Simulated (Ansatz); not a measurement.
[In(CN)H3]- (CH3InN⁻). Charge -1, multiplicity 1. Geometry r2SCAN-D4/def2-TZVPD.

```xyz
6

In   -0.3735   -0.5854   -0.1288
C     0.8096    1.2655    0.2818
N     1.4226    2.2309    0.4909
H    -2.0299   -0.0380   -0.3470
H    -0.1582   -1.6015    1.2898
H     0.3294   -1.2716   -1.5868
```

In the def2 sets In takes a core potential; there is no spin–orbit coupling.

Task: Estimate the orbital energies around the gap (eV) in Ansatz with PBE-D4/def2-SVPD, B97M-V/def2-TZVPD, PBE0-D4/def2-SVPD, PBE0-D4/def2-TZVPD, ωB97X-V/def2-TZVPD.

Result: 
```tsv
orbital	PBE-D4/def2-SVPD	B97M-V/def2-TZVPD	PBE0-D4/def2-SVPD	PBE0-D4/def2-TZVPD	ωB97X-V/def2-TZVPD
HOMO−9	-13.47	-14.30	-15.99	-15.90	-18.57
HOMO−8	-13.31	-14.15	-15.82	-15.73	-18.39
HOMO−7	-13.31	-14.15	-15.82	-15.73	-18.39
HOMO−6	-6.76	-7.42	-8.44	-8.52	-11.38
HOMO−5	-4.48	-5.22	-6.16	-6.26	-8.94
HOMO−4	-3.45	-3.70	-4.82	-4.78	-7.32
HOMO−3	-3.45	-3.70	-4.82	-4.78	-7.32
HOMO−2	-2.79	-3.26	-4.27	-4.26	-6.78
HOMO−1	-1.98	-2.39	-3.14	-3.18	-5.55
HOMO	-1.98	-2.39	-3.14	-3.17	-5.54
LUMO	3.21	2.94	3.64	3.25	4.06
LUMO+1	3.99	3.65	4.53	4.13	5.29
LUMO+2	4.06	3.96	4.79	4.47	5.60
LUMO+3	4.06	3.97	4.79	4.47	5.60
LUMO+4	4.79	4.33	5.39	4.74	5.84
LUMO+5	4.79	4.34	5.39	4.74	5.84
```
